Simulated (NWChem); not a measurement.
Program: NWChem. System: phosphorus nitride (NP), charge 0, spin multiplicity 1, optimised in this run. Level: PBE0/def2-SVP.

The NWChem input:

```
start mol
memory heap 200 mb stack 800 mb global 1000 mb
geometry units angstroms
  N      0.000000     0.000000     0.994375
  P      0.000000     0.000000    -0.464042
  symmetry group C2v
end
basis spherical
  * library def2-svp
end
dft
  xc pbe0
  semidirect memsize 60000000 filesize 0
  iterations 100
end
driver
  maxiter 80
end
task dft optimize
task dft freq
```

NWChem printed:

```
             Northwest Computational Chemistry Package (NWChem) 7.3.0
             --------------------------------------------------------

                                NWChem Input Module
                                -------------------

 Scaling coordinates for geometry "geometry" by  1.889725989
 (inverse scale =  0.529177249)

 Turning off AUTOSYM since
 SYMMETRY directive was detected!

          ------
          auto-z
          ------

                             Geometry "geometry" -> ""
                             -------------------------

 Output coordinates in angstroms (scale by  1.889725989 to convert to a.u.)

  No.       Tag          Charge          X              Y              Z
 ---- ---------------- ---------- -------------- -------------- --------------
    1 N                    7.0000     0.00000000     0.00000000     0.99437523
    2 P                   15.0000     0.00000000     0.00000000    -0.46404177

 Effective nuclear repulsion energy (a.u.)      38.0985761582

            Nuclear Dipole moment (a.u.)
            ----------------------------
        X                 Y               Z
 ---------------- ---------------- ----------------
     0.0000000000     0.0000000000     0.0000000000

      Symmetry information
      --------------------

 Group name             C2v
 Group number             16
 Group order               4
 No. of unique centers     2

      Symmetry unique atoms

     1    2


 Summary of "ao basis" -> "" (spherical)
 ------------------------------------------------------------------------------
       Tag                 Description            Shells   Functions and Types
 ---------------- ------------------------------  ------  ---------------------
 *                          def2-svp                  on all atoms

                           NWChem Geometry Optimization
                           ----------------------------

 maximum gradient threshold         (gmax) =   0.000450
 rms gradient threshold             (grms) =   0.000300
 maximum cartesian step threshold   (xmax) =   0.001800
 rms cartesian step threshold       (xrms) =   0.001200
 fixed trust radius                (trust) =   0.300000
 maximum step size to saddle      (sadstp) =   0.100000
 energy precision                  (eprec) =   5.0D-06
 maximum number of steps          (nptopt) =   80
 initial hessian option           (inhess) =    0
 line search option               (linopt) =    1
 hessian update option            (modupd) =    1
 saddle point option              (modsad) =    0
 initial eigen-mode to follow     (moddir) =    0
 initial variable to follow       (vardir) =    0
 follow first negative mode     (firstneg) =    T
 apply conjugacy                    (opcg) =    F
 source of zmatrix                         =   autoz

          -------------------
          Energy Minimization
          -------------------

 Names of Z-matrix variables
    1

 Variables with the same non-blank name are constrained to be equal

 Using diagonal initial Hessian
 Scaling for Hessian diagonals: bonds = 1.00  angles = 0.25  torsions = 0.10

          --------
          Step   0
          --------

                         Geometry "geometry" -> "geometry"
                         ---------------------------------

 Output coordinates in angstroms (scale by  1.889725989 to convert to a.u.)

  No.       Tag          Charge          X              Y              Z
 ---- ---------------- ---------- -------------- -------------- --------------
[...]
    P        2  0.0000000D+00  0.0000000D+00 -9.0539513D-01  3.0973760D+01
 --------------------------------------------------------------------------

          ----------------------------------------------------
          MASS-WEIGHTED NUCLEAR HESSIAN (Hartree/Bohr/Bohr/Kamu)
          ----------------------------------------------------

               1            2            3            4            5            6
   ----- ----- ----- ----- -----
    1   -2.08294D-03
    2   -2.59123D-07 -2.08296D-03
    3   -2.58856D-07  4.05471D-07  5.34149D+01
    4    1.29272D-03 -4.50107D-08  1.03159D-07 -7.83499D-04
    5   -4.46240D-08  1.29272D-03  1.05071D-07 -5.28141D-05 -7.80898D-04
    6   -1.27179D-07  2.21589D-08 -3.59159D+01  7.14073D-05  4.78524D-05  2.41465D+01


 ----------------------------------------------------------------------------
 Normal Eigenvalue ||         Derivative Dipole Moments (debye/angs)
  Mode   [cm**-1]  ||      [d/dqX]             [d/dqY]           [d/dqZ]
 ------ ---------- || ------------------ ------------------ -----------------
    1       -8.749 ||      -0.396              -0.378            -0.000
    2       -8.701 ||      -0.378               0.397             0.000
    3       -7.617 ||       0.025               0.016            -0.000
    4       -0.763 ||       0.012               0.012            -0.000
    5        1.185 ||       0.018              -0.019            -0.000
    6     1431.638 ||      -0.000              -0.000             0.093
 ----------------------------------------------------------------------------

 ----------------------------------------------------------------------------
 Normal Eigenvalue ||                 Infra Red Intensities
  Mode   [cm**-1]  || [atomic units] [(debye/angs)**2] [(KM/mol)] [arbitrary]
 ------ ---------- || -------------- ----------------- ---------- -----------
    1       -8.749 ||    0.012999           0.300        12.672      29.460
    2       -8.701 ||    0.013017           0.300        12.690      29.502
    3       -7.617 ||    0.000037           0.001         0.036       0.084
    4       -0.763 ||    0.000013           0.000         0.013       0.030
    5        1.185 ||    0.000030           0.001         0.029       0.067
    6     1431.638 ||    0.000378           0.009         0.368       0.856
 ----------------------------------------------------------------------------

        Vibrational analysis via the FX method
  --- with translations and rotations projected out ---
  --- via the Eckart algorithm                      ---
 Dependent rotation vector no.                    3
  found in ECKART; assuming linear geometry
 Projected Nuclear Hessian trans-rot subspace norm:1.2326D-32
                         (should be close to zero!)

          --------------------------------------------------------
          MASS-WEIGHTED PROJECTED HESSIAN (Hartree/Bohr/Bohr/Kamu)
          --------------------------------------------------------

               1            2            3            4            5            6
   ----- ----- ----- ----- -----
    1    0.00000D+00
    2    0.00000D+00  0.00000D+00
    3   -7.97464D-21  2.18564D-21  5.34144D+01
    4    0.00000D+00  9.92960D-24 -1.01679D-20  0.00000D+00
    5   -4.96480D-24  1.62687D-19  1.01679D-20  0.00000D+00  0.00000D+00
    6    5.36198D-21 -1.46213D-21 -3.59148D+01  0.00000D+00 -6.83670D-21  2.41484D+01

 center of mass
 --------------
 x =   0.00000000 y =   0.00000000 z =  -0.02960446

 moments of inertia (a.u.)
 ------------------
          76.306255351438           0.000000000000           0.000000000000
           0.000000000000          76.306255351438           0.000000000000
           0.000000000000           0.000000000000           0.000000000000

 Rotational Constants
 --------------------
 A=   0.000000 cm-1  (  0.000000 K)
 B=   0.788928 cm-1  (  1.135067 K)
 C=   0.788928 cm-1  (  1.135067 K)

 Temperature                      =   298.15K
 frequency scaling parameter      =   1.0000

 Linear Molecule

 Zero-Point correction to Energy  =    2.046 kcal/mol  (  0.003260 au)
 Thermal correction to Energy     =    3.530 kcal/mol  (  0.005626 au)
 Thermal correction to Enthalpy   =    4.122 kcal/mol  (  0.006570 au)

 Total Entropy                    =   50.387 cal/mol-K
   - Translational                =   37.320 cal/mol-K (mol. weight =  44.9768)
   - Rotational                   =   13.052 cal/mol-K (symmetry #  =        1)
   - Vibrational                  =    0.016 cal/mol-K

 Cv (constant volume heat capacity) =    5.061 cal/mol-K
   - Translational                  =    2.979 cal/mol-K
   - Rotational                     =    1.986 cal/mol-K
   - Vibrational                    =    0.095 cal/mol-K


 ----------------------------------------------------------------------------
 Normal Eigenvalue ||    Projected Derivative Dipole Moments (debye/angs)
  Mode   [cm**-1]  ||      [d/dqX]             [d/dqY]           [d/dqZ]
 ------ ---------- || ------------------ ------------------ -----------------
    1       -0.000 ||      -0.000               0.000            -0.000
    2        0.000 ||      -0.455               0.000             0.000
    3        0.000 ||       0.000              -0.455            -0.000
    4        0.000 ||       0.306              -0.000            -0.000
    5        0.000 ||      -0.000               0.306             0.000
    6     1431.630 ||       0.000               0.000             0.093
 ----------------------------------------------------------------------------

 ----------------------------------------------------------------------------
 Normal Eigenvalue ||           Projected Infra Red Intensities
  Mode   [cm**-1]  || [atomic units] [(debye/angs)**2] [(KM/mol)] [arbitrary]
 ------ ---------- || -------------- ----------------- ---------- -----------
    1       -0.000 ||    0.000000           0.000         0.000       0.000
    2        0.000 ||    0.008985           0.207         8.759      20.365
    3        0.000 ||    0.008985           0.207         8.759      20.365
    4        0.000 ||    0.004062           0.094         3.960       9.207
    5        0.000 ||    0.004062           0.094         3.960       9.207
    6     1431.630 ||    0.000378           0.009         0.368       0.856
 ----------------------------------------------------------------------------

 Task  times  cpu:       10.0s     wall:       10.0s

 Total times  cpu:       13.1s     wall:       13.1s
```
